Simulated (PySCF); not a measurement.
A thermochemical cycle for MgHg

MP2 in PySCF with def2-SVP on every atom (core potentials on Hg), for the lowest determinant that a PBE0 search found; no spin–orbit coupling. MgHg, a singlet (closed shell), has De = 0.06 eV to neutral atoms, and MgHg⁺, a doublet (σ ↑), has De = 0.49 eV to Mg⁺ + Hg.

At the same level the Mg atom ionises at 7.14 eV.

Question: What is the adiabatic ionisation energy of the molecule, and does ionisation strengthen or weaken the bond?

Answer: IE = IE(Mg) + De(neutral) − De(ion) = 7.14 + 0.06 − 0.49 = 6.71 eV. De changes by +0.43 eV, so ionisation strengthens the bond.

Correlated steps freeze 1 core orbital. Weak bonds: MgHg, MgHg⁺. Basis-set superposition, not corrected here, can be much of De in a small basis, most of all at correlated wavefunction levels. Spin–orbit coupling is left out. For an ion De counts to the pair picked by the measured ionisation energies or electron affinities, which need not be the lowest pair at this level. States were picked by a PBE0 search and need not be the measured ground states.
